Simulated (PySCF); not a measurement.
**Structure from NMR data**

An unknown has the formula C5H5NO3Si. Its calculated NMR data are:

1H NMR (400 MHz, computed): δ 11.86 (d, 1H), 8.49 (d, 1H), 8.10 (s, 1H), 5.34 (m, 1H), 4.58 (m, 1H).

13C{1H} NMR (computed): δ 235.9, 161.0, 158.5, 120.8, 100.5.

PySCF 2.14.0 with density-fitted response routines calculation with PBE0/pcSseg-1 with gauge-including orbitals and geometry: GFN2-xTB; isolated molecule, a single conformation, non-relativistic.

Shifts are taken against calculated references (same method and geometry level): 1H (σref 31.72), 13C (σref 186.93) against TMS.

Task: Deduce the structure.

Result: 
- Rings plus π bonds: 5 (no ring in the answer).
- 5 carbon signals for 5 carbons: no two carbons are equivalent.
- Carbon types of the structure: 1 × C, 4 × CH, leaving 1 H on heteroatoms.
- δC 235.9: carbonyl carbon.
- δC 161.0: ester carbonyl carbon; it is a carbonyl in resonance with an O or N lone pair, the region of acids, esters and amides.
- δC 158.5: alkene carbon bearing oxygen; an sp2 carbon further deshielded by the attached heteroatom.
- δC 120.8: nitrile carbon; this is the usual window of a C≡N carbon, which has no attached hydrogen.
- δC 100.5: β carbon of an enol-ether or enamine type C=C; the O or N lone pair pushes π density onto this β carbon and shields it.
- δH 11.86: hydrogen on a carbonyl carbon.
- δH 5.34: hydrogen on a β carbon of an enol-ether or enamine type C=C; attached to an sp2 carbon and in the plane of the double bond.

These data were computed for SMILES C(#N)[Si@@H](C=O)/C=C/OC=O.

The shifts were computed for this structure.

Shifts are as computed. Against solution values, carbons near 30 ppm lie about +3 ppm off and those near 130 ppm about +5 ppm. Of 1211 compounds with measured shifts, 218 miss one by over three times the rms of a fit or turn the order of signals round; such compounds aren't used in these exercises. No couplings were computed; multiplicities are counted from neighbouring protons, with m where these are inequivalent, close in shift, in a saturated or five-membered ring or joined by F or P, and br s for small geminal =CH2 splittings.
